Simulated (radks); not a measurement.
Spherical jellium clusters: N electrons in a uniform positive sphere of charge N and radius rs N^(1/3), rs = 5.16 bohr. Method: non-relativistic Kohn-Sham, PBEsol, spin-polarised, spherical densities; computed with a radial shooting solver with Libxc functionals. Levels are named by radial order and angular momentum (1s, 1p, 1d, 2s, ...), and open shells are averaged over m.

N = 8, configuration 1s2 1p6. This is the lowest configuration that the search found. Occupied levels:

| level | occupation | eigenvalue (eV) | <r> (bohr) |
|---|---|---|---|
| 1s | 2 | -3.3661 | 6.899 |
| 1p | 6 | -2.6259 | 8.150 |

Energy (eV): total -14.2382, kinetic 8.5208, external -200.82, Hartree 99.914, exchange-correlation -23.104, background 101.25.

Electron density:

| r (bohr) | n(r) (e/bohr^3) |
|---|---|
| 0.329 | 0.001038 |
| 1.57 | 0.001220 |
| 2.81 | 0.001578 |
| 4.04 | 0.001974 |
| 5.28 | 0.002223 |
| 6.52 | 0.002163 |
| 7.76 | 0.001751 |
| 9.00 | 0.001140 |
| 10.2 | 0.0005849 |
| 11.5 | 0.0002384 |
| 12.7 | 0.00008425 |
| 13.9 | 0.00002796 |
| 15.2 | 8.987e-06 |
| 16.4 | 2.815e-06 |
